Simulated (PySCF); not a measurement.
# Excitation energy of Cr by level of theory

Cr [Ar] 3d5 4s1 (7S) → Cr [Ar] 3d4 4s1 4p1 (high-spin determinant), as a difference of total energies. Calculation: PySCF 2.14, in x2c-TZVPPall with one added diffuse shell each of s, p, d, f type (7s6p5d3f1g, 80 functions); the spin-free X2C one-electron Hamiltonian (Gaussian nucleus). Correlated levels: valence and next inner shell: [Ne] frozen. The calculations carry no spin-orbit coupling.

```json
{"method": "UHF", "excitation energy (cm⁻¹)": "14890"}
{"method": "MP2 (valence and next inner shell)", "excitation energy (cm⁻¹)": "27241"}
{"method": "SCS-MP2 (valence and next inner shell)", "excitation energy (cm⁻¹)": "21827"}
{"method": "CCSD (valence and next inner shell)", "excitation energy (cm⁻¹)": "23198"}
{"method": "CCSD(T) (valence and next inner shell)", "excitation energy (cm⁻¹)": "23816"}
```

The coupled-cluster amplitudes are large for the upper state (T1 above 0.03 or a double amplitude above 0.15), so a single reference is strained.

The determinant of the upper state mixes LS terms, which raises its energy above the lowest term, most at the Hartree-Fock and MP2 levels.
